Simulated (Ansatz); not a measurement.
Geometry optimisation, RKS B3LYP-D4/6-31G* in Ansatz 0.2.0.

The input (input.yaml):

```yaml
crystal:
  periodic: [false, false, false]
  atoms:
    - { symbol: Al, position_ang: [-0.068276, 0.600673, -0.544867] }
    - { symbol: "N", position_ang: [-0.10465, 0.216158, 2.541154] }
    - { symbol: H, position_ang: [-0.959266, 0.08697, 3.079884] }
    - { symbol: H, position_ang: [0.668996, 0.213406, 3.203628] }
    - { symbol: "N", position_ang: [1.50609, 0.031998, -1.161032] }
    - { symbol: H, position_ang: [1.640511, -0.755024, -1.782675] }
    - { symbol: H, position_ang: [2.40089, 0.369285, -0.830462] }
    - { symbol: "N", position_ang: [-1.587027, -0.101849, -1.164086] }
    - { symbol: H, position_ang: [-1.675828, -0.959003, -1.694308] }
    - { symbol: H, position_ang: [-2.503641, 0.266438, -0.945399] }
    - { symbol: H, position_ang: [-0.135711, 1.864989, 0.384204] }
    - { symbol: H, position_ang: [-0.148088, 1.16486, 2.120359] }
basis:
  gaussian: { orbitals: "6-31G*" }
hamiltonian:
  xc: b3lyp
  dispersion: d4
relax:
  f_tol: 0.03
  max_steps: 50
output:
  orbitals: {}
```

Command:

```bash
$ ansatz run input.yaml --threads 1 --pin off --max-ram 2048MiB --backend cpu --events-out ev --progress --plain --runs-dir out
```

**Question.** Where does it end, and by what steps?

**Answer.** The forces met the threshold. After 10 steps the energy has fallen by 0.864 eV; H4 moved furthest, 1.16 Å. Joined: Al1–N2 (3.11 → 2.08 Å).

```json
{"step": "0", "energy less start (eV)": "0.0000", "largest force component (eV/Å)": "0.723", "accepted": "yes"}
{"step": "1", "energy less start (eV)": "-0.0834", "largest force component (eV/Å)": "0.986", "accepted": "yes"}
{"step": "2", "energy less start (eV)": "-0.1320", "largest force component (eV/Å)": "1.933", "accepted": "yes"}
{"step": "3", "energy less start (eV)": "-0.3102", "largest force component (eV/Å)": "1.055", "accepted": "yes"}
{"step": "4", "energy less start (eV)": "-0.5302", "largest force component (eV/Å)": "0.427", "accepted": "yes"}
{"step": "5", "energy less start (eV)": "-0.6610", "largest force component (eV/Å)": "1.273", "accepted": "yes"}
{"step": "6", "energy less start (eV)": "-0.7848", "largest force component (eV/Å)": "0.801", "accepted": "yes"}
{"step": "7", "energy less start (eV)": "-0.8336", "largest force component (eV/Å)": "0.657", "accepted": "yes"}
{"step": "8", "energy less start (eV)": "-0.8355", "largest force component (eV/Å)": "0.867", "accepted": "yes"}
{"step": "9", "energy less start (eV)": "-0.8632", "largest force component (eV/Å)": "0.088", "accepted": "yes"}
{"step": "10", "energy less start (eV)": "-0.8642", "largest force component (eV/Å)": "0.024", "accepted": "yes"}
```

```xyz
12
Properties=species:S:1:pos:R:3
Al -0.088 0.745 -0.138
N -0.105 0.342 1.898
H -0.917 -0.256 2.059
H 0.743 -0.180 2.120
N 1.503 -0.054 -0.558
H 1.537 -0.852 -1.184
H 2.306 0.530 -0.767
N -1.621 -0.149 -0.586
H -1.594 -1.021 -1.106
H -2.404 0.391 -0.940
H -0.160 2.349 -0.100
H -0.167 1.154 2.509
```

Run time: 43 s on 1 thread of Arm Neoverse V1, with other jobs on the host, peak memory 0.16 GiB.
